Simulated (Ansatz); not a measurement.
Input file for C₂H₃BFN, SMILES `FB1C=NC1`:

```yaml
crystal:
  periodic: [false, false, false]
  atoms:
    - {symbol: F, position_ang: [0.213159, -1.007260, 1.918416]}
    - {symbol: B, position_ang: [-0.024142, -0.304825, 0.836167]}
    - {symbol: C, position_ang: [0.319032, 1.128458, 0.345830]}
    - {symbol: N, position_ang: [0.303903, 0.728579, -0.881174]}
    - {symbol: C, position_ang: [-0.301671, -0.640555, -0.682292]}
    - {symbol: H, position_ang: [0.656468, 2.120930, 0.633910]}
    - {symbol: H, position_ang: [0.257089, -1.432686, -1.186244]}
    - {symbol: H, position_ang: [-1.331639, -0.649742, -1.040312]}
basis:
  gaussian: {orbitals: def2-SVP}
correlation: {method: ccsd_t}
```

```sh
$ ansatz run in.yaml --threads 4 --pin off --events-out ev --progress --plain
```

Output of Ansatz, abridged:

```
Functional definition: HF
860 factors; integrals over basis functions are off by at most 1.2e-3 eV
mean field evaluation 1: about -6959.5753 eV, gradient 2.9e1 eV
mean field evaluation 2: about -6959.7102 eV, gradient 2.9e1 eV
mean field evaluation 4: about -6961.9791 eV, gradient 4.2e0 eV
mean field evaluation 8: about -6962.0428 eV, gradient 2.3e-1 eV
mean field evaluation 16: about -6961.8315 eV, gradient 4.1e0 eV
mean field -6962.04316940 eV, -255.8503674329 hartree, gradient 7.3e-6 eV, S^2 0.000000; 0 other end points of the search recorded, 0 dependent functions left out; unrestricted orbitals would lower it
5 core orbitals not correlated: weight in the atoms' cores, before any rotation towards them, 1.000 or more for the frozen orbitals, at most 0.000 for the correlated occupied ones
reference -6962.04316940 eV, -255.8503674329 hartree; 13, 13 occupied and 67, 67 virtual orbitals, 860 factors
second order -18.58259446 eV of doubles, -0.00000000 eV of singles
cycle   1  -18.77562713 eV  change   -1.9e-1 eV  update   1.1e-1
cycle   2  -19.27485993 eV  change   -5.0e-1 eV  update   3.2e-2
cycle   3  -19.40774361 eV  change   -1.3e-1 eV  update   1.8e-2
cycle   4  -19.40349109 eV  change    4.3e-3 eV  update   4.8e-3
cycle   5  -19.40315188 eV  change    3.4e-4 eV  update   2.5e-3
cycle   6  -19.40404398 eV  change   -8.9e-4 eV  update   8.7e-4
cycle   7  -19.40369204 eV  change    3.5e-4 eV  update   4.4e-4
cycle   8  -19.40358445 eV  change    1.1e-4 eV  update   2.1e-4
cycle   9  -19.40363358 eV  change   -4.9e-5 eV  update   1.0e-4
cycle  10  -19.40360203 eV  change    3.2e-5 eV  update   5.1e-5
cycle  11  -19.40361824 eV  change   -1.6e-5 eV  update   2.4e-5
cycle  12  -19.40362875 eV  change   -1.1e-5 eV  update   9.1e-6
perturbative correction -0.65302731 eV, -0.0239983111 hartree
Total energy: -6982.09982546 eV, -256.5874359485 hartree
```

Run time 3.1 s (4 threads of a server CPU on a shared host); peak host memory 0.3 GiB.

MP2 recovers 92.7 % of the CCSD(T) correlation energy and the triples give 3.3 %; T1 = 0.0143.
